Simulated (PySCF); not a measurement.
Computed Raman spectrum (relative Raman activity) of a molecule C5H7F. Geometry: PBE0-D3(BJ)/def2-SVP. One conformer was computed; it need not be the lowest. Computed with PBE0-D3(BJ)/def2-SVP in PySCF. Frequencies are harmonic and unscaled.

Lines under 2 % of the strongest are left out, and lines within 2 cm⁻¹ are merged.

| ν (cm⁻¹) | relative intensity |
|---|---|
| 129 | 3.6 |
| 300 | 2.1 |
| 514 | 5.3 |
| 740 | 2.4 |
| 921 | 2.9 |
| 984 | 10 |
| 1004 | 3.5 |
| 1031 | 5.3 |
| 1077 | 7.2 |
| 1178 | 2.4 |
| 1280 | 20 |
| 1341 | 3.8 |
| 1353 | 2.5 |
| 1415 | 5.3 |
| 1437 | 12 |
| 1493 | 16 |
| 1744 | 49 |
| 3156 | 18 |
| 3159 | 100 |
| 3176 | 20 |
| 3190 | 68 |
| 3257 | 49 |
| 3266 | 27 |
| 3284 | 39 |

Q: Which structure fits?
A. CC1=C(F)CC1
B. C=CC1(F)CC1
C. C[C@H]1C=C(F)C1
D. FC=C1CCC1

A: B, C=CC1(F)CC1
